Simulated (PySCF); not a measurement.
C4H11As.
Cartesian coordinates in Å at the PBE0-D3(BJ)/def2-SVP level; atoms count from 1:
```
atom  x, y, z in Å
C1    -2.062    0.869    0.370
C2    -1.117   -0.056   -0.382
C3     0.323    0.022    0.114
C4     1.269   -0.903   -0.633
As5    3.164   -0.882   -0.072
H6    -2.080    0.634    1.446
H7    -3.093    0.789   -0.006
H8    -1.753    1.922    0.270
H9    -1.142    0.182   -1.460
H10   -1.472   -1.098   -0.298
H11    0.683    1.063    0.029
H12    0.351   -0.214    1.193
H13    1.271   -0.673   -1.712
H14    0.939   -1.952   -0.548
H15    3.283    0.641   -0.033
H16    2.871   -0.947    1.426
```

The calculation used core-valence-separated Tamm–Dancoff BHandHLYP/aug-pcX-1 (pcseg-1 on H, def2-SVPD on As) in PySCF, non-relativistic, gas phase, PBE0-D3(BJ)/def2-SVP geometry. No empirical shift is added; at this level the pattern usually sits a few eV under experiment.

The lowest roots of each edge with f over 0.003 (five at most, numbered afresh; weaker and dark ones are left out), with transition dipoles (au) in the frame of the coordinates:

```json
{"root": "1", "edge": "C", "E (eV)": "285.10", "f": "0.0345", "μx": "0.0684", "μy": "-0.0035", "μz": "0.0157"}
{"root": "2", "edge": "C", "E (eV)": "285.30", "f": "0.0086", "μx": "-0.0250", "μy": "0.0198", "μz": "0.0147"}
{"root": "3", "edge": "C", "E (eV)": "285.55", "f": "0.0157", "μx": "-0.0152", "μy": "-0.0279", "μz": "-0.0352"}
{"root": "4", "edge": "C", "E (eV)": "285.59", "f": "0.0206", "μx": "0.0089", "μy": "0.0347", "μz": "0.0407"}
{"root": "5", "edge": "C", "E (eV)": "285.86", "f": "0.0271", "μx": "-0.0334", "μy": "-0.0303", "μz": "-0.0429"}
```

Q: Molecules are fixed in this frame and the field points along z. What effective strengths 3 f cos²θ do the roots have (θ between field and μ)?

A: root 1 (C4): 0.005, root 2 (C1): 0.005, root 3 (C2): 0.026, root 4 (C3): 0.035, root 5 (C4): 0.039. Averaged over all orientations cos²θ is 1/3, which gives f back.

 Relativistic effects, spin–orbit coupling among them, are left out although an element past zinc is present.

One conformer stands for the species.
